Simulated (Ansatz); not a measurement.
Program: Ansatz. Geometries: PBE0-D4/def2-TZVP. ΔE: electronic, gas phase. CCSD(T)/CBS adds triple-zeta CCSD(T) − MP2 to the extrapolated MP2 energy (def2 sets, frozen cores). This one scheme is used for every species. DFT in def2-TZVPP. For Br outer-core shells are correlated without core-valence functions, which leaves a few kJ/mol of doubt a bond. Scalar relativity is left out up to krypton.

`F[Si](F)(Br)Br` + SiH₄ → `F[Si](F)([SiH3])Br` + HBr  (formal exchange of groups at the Si–Br bond)

```json
{"level": "revPBE-D4", "ΔE (kcal/mol)": "18.4"}
{"level": "r2SCAN0-D4", "ΔE (kcal/mol)": "21.7"}
{"level": "BHLYP", "ΔE (kcal/mol)": "21.8"}
{"level": "CCSD(T)/def2-SVP", "ΔE (kcal/mol)": "20.2"}
```

**Question.** What does CCSD(T)/CBS give? (Estimate.)

**Answer.** Ansatz gave: +21.7 kcal/mol. The listed levels differ from it by -3.3, 0.0, 0.1, -1.5 kcal/mol.

**Question.** What do rigid-rotor, harmonic-oscillator terms from PBE0-D4/def2-TZVP frequencies (298.15 K, 1 bar) make of the CCSD(T)/CBS value? (Estimate.)

**Answer.** The calculation gave: ΔZPE = -0.8 kcal/mol, ΔH = +21.4 kcal/mol, ΔS = 21 J/(mol·K), ΔG = +19.8 kcal/mol.

Largest T1 diagnostic among the species: 0.011.

From BLYP to BHLYP (50 % exact exchange), in def2-TZVPP and without D4, ΔE moves by +3.0 kcal/mol. Leaving LDA and LC-ωPBE aside and taking each functional with its dispersion term where it has one, the values, not all of them listed here, spread over 4.4 kcal/mol, from PBE-D4 to ωB97M-V.
